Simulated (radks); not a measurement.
All-electron atom: Ta2+ in [Xe] 4f14 5d3 (the NIST ground configuration). Method: Dirac Kohn-Sham, PBEsol, spin-unpolarised, spherical densities, point nucleus; open shells fill j = l - 1/2 first; computed with a radial shooting solver on a logarithmic mesh with Libxc functionals.

Unscreened Slater integrals over Kohn-Sham orbitals (hartree). Large and small components are both included. Empty in this configuration: 5d5/2.

\begin{tabular}{lr}
integral & value \\ \hline
F0(5d3/2,5d3/2) & 0.46374 \\
F2(5d3/2,5d3/2) & 0.23744 \\
F0(5d3/2,4f7/2) & 0.60368 \\
F2(5d3/2,4f7/2) & 0.13663 \\
G3(5d3/2,4f7/2) & 0.047627 \\
G5(5d3/2,4f7/2) & 0.036479 \\
F0(5d3/2,4f5/2) & 0.60462 \\
F2(5d3/2,4f5/2) & 0.13439 \\
G1(5d3/2,4f5/2) & 0.055022 \\
G3(5d3/2,4f5/2) & 0.045963 \\
F0(5d3/2,5p3/2) & 0.54083 \\
F2(5d3/2,5p3/2) & 0.25941 \\
G1(5d3/2,5p3/2) & 0.30929 \\
G3(5d3/2,5p3/2) & 0.18928 \\
F0(5d3/2,5d5/2) & 0.45667 \\
F2(5d3/2,5d5/2) & 0.23366 \\
G2(5d3/2,5d5/2) & 0.23346 \\
G4(5d3/2,5d5/2) & 0.15253 \\
F0(4f7/2,4f7/2) & 1.4384 \\
F2(4f7/2,4f7/2) & 0.68726 \\
F4(4f7/2,4f7/2) & 0.43194 \\
F6(4f7/2,4f7/2) & 0.31097 \\
F0(4f7/2,4f5/2) & 1.4501 \\
F2(4f7/2,4f5/2) & 0.69319 \\
F4(4f7/2,4f5/2) & 0.43575 \\
G2(4f7/2,4f5/2) & 0.69068 \\
G4(4f7/2,4f5/2) & 0.43425 \\
G6(4f7/2,4f5/2) & 0.31267 \\
F0(4f7/2,5p3/2) & 0.83217 \\
F2(4f7/2,5p3/2) & 0.26356 \\
G2(4f7/2,5p3/2) & 0.12044 \\
G4(4f7/2,5p3/2) & 0.095739 \\
F0(4f7/2,5d5/2) & 0.58715 \\
F2(4f7/2,5d5/2) & 0.12859 \\
F4(4f7/2,5d5/2) & 0.059643 \\
G1(4f7/2,5d5/2) & 0.052381 \\
G3(4f7/2,5d5/2) & 0.043750 \\
G5(4f7/2,5d5/2) & 0.033606 \\
F0(4f5/2,4f5/2) & 1.4620 \\
F2(4f5/2,4f5/2) & 0.69937 \\
F4(4f5/2,4f5/2) & 0.43974 \\
F0(4f5/2,5p3/2) & 0.83444 \\
F2(4f5/2,5p3/2) & 0.26061 \\
G2(4f5/2,5p3/2) & 0.11649 \\
G4(4f5/2,5p3/2) & 0.093085 \\
F0(4f5/2,5d5/2) & 0.58803 \\
F2(4f5/2,5d5/2) & 0.12643 \\
F4(4f5/2,5d5/2) & 0.058187 \\
G1(4f5/2,5d5/2) & 0.049878 \\
G3(4f5/2,5d5/2) & 0.042118 \\
G5(4f5/2,5d5/2) & 0.032453 \\
F0(5p3/2,5p3/2) & 0.67964 \\
F2(5p3/2,5p3/2) & 0.36526 \\
F0(5p3/2,5d5/2) & 0.52926 \\
F2(5p3/2,5d5/2) & 0.24969 \\
G1(5p3/2,5d5/2) & 0.29240 \\
G3(5p3/2,5d5/2) & 0.17899 \\
F0(5d5/2,5d5/2) & 0.44995 \\
F2(5d5/2,5d5/2) & 0.23035 \\
F4(5d5/2,5d5/2) & 0.15045 \\
\end{tabular}
